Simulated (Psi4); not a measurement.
## Exact exchange and the electronic atomisation energy of InClF2

The species is InClF2 (4 atoms), meant as a singlet with charge 0. As SMILES, `[F][In]([F])[Cl]`. The shape is that of a PBE0-D4/def2-TZVP optimisation.

The electronic atomisation energy y, in eV, basis def2-SVP with a core potential; a is the functional's share of exact exchange. Programs: Psi4 1.11.

| functional | program | a | y (eV) |
| --- | --- | --- | --- |
| TPSS | Psi4 | 0 | 11.70 |
| BLYP | Psi4 | 0 | 11.40 |
| TPSSh | Psi4 | 0.1 | ? |
| B3LYP | Psi4 | 0.2 | 11.09 |
| PBE0 | Psi4 | 0.25 | 11.26 |
| BHLYP | Psi4 | 0.5 | 10.37 |

Task: Fit y = c + s·a to the known rows and predict TPSSh.

Result: 
1. Means of the 5 rows: a = 0.1900, y = 11.164.
2. Σ(Δa)² = 0.172, Σ(Δa·Δy) = -0.3878, so the slope is -0.3878/0.172 = -2.2547.
3. Intercept: 11.164 − (-2.2547) × 0.1900 = 11.592. The largest residual of the fit is 0.23.
4. TPSSh: 11.592 + (-2.2547) × 0.1 = 11.37 eV.

The run gave 11.45 eV, so the prediction is off by -0.08 eV, within the largest residual. The rows mix families of semi-local functionals, which the line can't see. Spin-orbit coupling is left out.
